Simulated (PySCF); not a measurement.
Aluminium: a sound run and one with changed settings

Sound run: Al⁺ [Ne] 3s2, Al²⁺ [Ne] 3s1. All numbers are calculated (PySCF 2.14, scalar relativity by spin-free X2C-1e, in x2c-TZVPall). In the sound run the correlated levels freeze [Ne]. The sound run starts from symmetry-adapted Hartree-Fock orbitals and uses a fine grid where one is needed.

Changed run: basis STO-3G, all-electron and non-relativistic. This setting is unsound on purpose.

```tsv
species	method	sound run (hartree)	changed run (hartree)	converged
Al⁺	UHF	-242.10475	-238.88005	yes
Al⁺	PBE0	-242.46561	-239.19509	yes
Al⁺	BP86	-242.60135	-239.30267	yes
Al⁺	MP2	-242.13187	-238.90216	yes
Al⁺	CCSD(T)	-242.14385	-238.91866	yes
Al²⁺	UHF	-241.45947	-238.27935	yes
Al²⁺	PBE0	-241.77814	-238.54643	yes
Al²⁺	BP86	-241.90681	-238.64542	yes
```

Ionisation energy of Al⁺:

```
 method  sound run (eV)  changed run (eV)
    UHF          17.559            16.346
   PBE0          18.707            17.651
   BP86          18.899            17.885
    MP2          18.297            16.948
SCS-MP2          18.445            17.068
   CCSD          18.623            17.397
CCSD(T)          18.623            17.397
  CCSDT          18.623            17.397
    FCI          18.623            17.397
```

A minimal basis cannot let orbitals breathe on ionisation and holds almost no correlation. The Hamiltonian changed with the basis, so the totals do not compare.

For comparison, NIST gives 18.829 eV between the lowest levels.
